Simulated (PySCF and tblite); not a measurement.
## Conformer ensemble of C₆H₉F₃O, numbered as in [F:1][C:2]([F:3])([F:4])[C@@H:5]1[CH2:6][CH2:7][CH2:8][CH2:9][O:10]1

The ensemble was built from 90 distance-geometry starts (ETKDG and KDG, MMFF94s, GFN2-xTB) and rests on PBE0-D3(BJ)/def2-SVP geometries. Energies: PBE0-D3(BJ)/def2-SVPD, with GFN2-xTB thermal terms (modes under about 100 cm⁻¹ blended into free rotors). Symmetry numbers and mirror images are counted. Conformers within 4 kcal/mol (GFN2-xTB free energy) were kept, 5 at most. GIAO shieldings: PBE0/pcSseg-1. Couplings: B3LYP/pcSseg-1 with pcJ-1 on H, F (gas phase; spin-dipole term only for pairs with B, N, F, Si or P). Couplings are for ¹⁹F, ¹H. Shifts are against TMS (¹H), TMS (¹³C), CFCl3 (¹⁹F) at the same level; of two unlike H on one atom, a is the less shielded. Run with PySCF (density fitting) and tblite.

The 6-ring runs over atoms 5–6–7–8–9–10.

```tsv
conformer	shape	symmetry	E(GFN2) kcal/mol	E(DFT) kcal/mol	G(298.15 K) kcal/mol	weight %	dipole D
1	6-ring chair (all substituents equatorial)	C1	0.00	0.00	0.00	97.0	3.61
2	6-ring chair (C2 axial)	C1	0.51	1.67	2.08	2.9	2.62
3	6-ring twist-boat (ring torsions 62, -25, -36, 66, -27, -36°)	C1	3.42	4.39	4.36	0.1	3.08
4	6-ring between boat and twist-boat (ring torsions 49, -62, 19, 40, -54, 6°)	C1	3.71	5.87	6.09	0.0	2.54
```

Weights (%) against temperature:

```json
{"T (K)": "200", "1": "99.4", "2": "0.6", "3": "0.0", "4": "0.0", "S(mix) cal/mol/K": "0.07"}
{"T (K)": "250", "1": "98.4", "2": "1.6", "3": "0.0", "4": "0.0", "S(mix) cal/mol/K": "0.16"}
{"T (K)": "298.15", "1": "97.0", "2": "2.9", "3": "0.1", "4": "0.0", "S(mix) cal/mol/K": "0.27"}
{"T (K)": "350", "1": "95.2", "2": "4.6", "3": "0.2", "4": "0.0", "S(mix) cal/mol/K": "0.40"}
{"T (K)": "400", "1": "93.2", "2": "6.4", "3": "0.4", "4": "0.0", "S(mix) cal/mol/K": "0.53"}
```

Averaged shifts at 298.15 K. ¹H: 4.00 (H9a, 1H), 3.25 (H9b, 1H), 3.19 (H5, 1H), 1.79 (H7a, 1H), 1.51 (H8a, 1H), 1.45 (H6a, 1H), 1.44 (H6b, 1H), 1.31 (H7b, 1H), 1.17 (H8b, 1H) ppm. ¹³C: 129.2 (C2), 76.7 (C5), 69.1 (C9), 27.2 (C8), 25.7 (C6), 24.3 (C7) ppm. ¹⁹F: -94.5 (F1/F3/F4) ppm.

Averaged couplings (Hz): ³J(F1,H5) 6.3, ⁴J(F1,H6b) 0.7, ⁵J(F1,H7b) 0.6, ⁵J(F1,H7a) 0.8, ³J(H5,H6b) 2.8, ³J(H5,H6a) 12.1, ⁴J(H5,H7a) -0.7, ⁴J(H5,H9a) -0.7, ²J(H6b,H6a) -14.5, ³J(H6b,H7b) 4.5, ³J(H6b,H7a) 3.6, ⁴J(H6b,H8a) -0.6, ⁴J(H6b,H8b) 1.3, ⁵J(H6b,H9a) 0.5, ³J(H6a,H7b) 14.3, ³J(H6a,H7a) 4.7, ⁴J(H6a,H8b) -0.6, ²J(H7b,H7a) -14.9, ³J(H7b,H8a) 13.9, ³J(H7b,H8b) 4.4, ⁴J(H7b,H9a) -0.6, ³J(H7a,H8a) 4.5, ³J(H7a,H8b) 3.4, ⁴J(H7a,H9b) -0.7, ⁴J(H7a,H9a) 1.6, ²J(H8a,H8b) -14.9, ³J(H8a,H9b) 12.9, ³J(H8a,H9a) 5.2, ³J(H8b,H9b) 2.6, ³J(H8b,H9a) 2.0, ²J(H9b,H9a) -13.1. Computed couplings to fluorine can be off by tens of per cent at such levels.

Coordinates of conformer 1 (Å):

```xyz
19

F     2.637   -1.929    0.036
C     2.256   -0.710    0.408
F     2.250   -0.671    1.740
F     3.186    0.155   -0.018
C     0.905   -0.344   -0.179
C     0.458    1.055    0.221
C    -0.948    1.315   -0.310
C    -1.883    0.182    0.100
C    -1.283   -1.158   -0.293
O     0.006   -1.324    0.247
H     1.033   -0.390   -1.282
H     1.176    1.799   -0.155
H     0.464    1.111    1.322
H    -0.916    1.383   -1.412
H    -1.321    2.285    0.053
H    -2.029    0.196    1.193
H    -2.876    0.296   -0.363
H    -1.240   -1.244   -1.399
H    -1.885   -1.998    0.083
```

Unscaled ¹⁹F shifts at such levels can be off by tens of ppm; differences between conformers or isomers are more reliable. Shifts are unscaled: against experiment ¹³C can be off by 15 ppm or more and ¹H by 0.8 ppm.

Search and properties took 11 min on 1 thread of Intel Xeon Platinum 8488C (shared host) (rough), launched as `OMP_NUM_THREADS=1 python ens_run.py task.json out`.
